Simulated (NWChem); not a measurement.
## Correlation energy of disiloxane (H6OSi2)

```xyz
9

Si     0.3835    -1.5527     0.0048
O     -0.3578    -0.0734    -0.0185
Si    -0.2588     1.5783     0.0020
H      0.6166    -1.9898     1.4139
H     -0.4984    -2.5412    -0.6779
H      1.6981    -1.4858    -0.7047
H      0.9978     2.0317    -0.6701
H     -0.2606     2.0758     1.4102
H     -1.4363     2.1385    -0.7197
```
Charge 0, spin multiplicity 1.

The numbers come from NWChem runs, not from measurements. All single points use one geometry, from PBE0/def2-SVP, a minimum by its harmonic frequencies.

Basis set: cc-pVDZ. Each correlation energy counts from its own Hartree-Fock reference.

The correlated methods keep 11 core orbitals frozen. Coupled-cluster values serve here as a point of comparison, not as the truth.

Q: One of these methods gave a correlation energy of -436.6 mHa. Which?
A. CCSD+T(CCSD)
B. RI-MP2
C. CCSD
D. CR-CCSD(T)

A: C, CCSD. The others give -446.2 (CCSD+T(CCSD)), -389.2 (RI-MP2), -443.6 (CR-CCSD(T)).
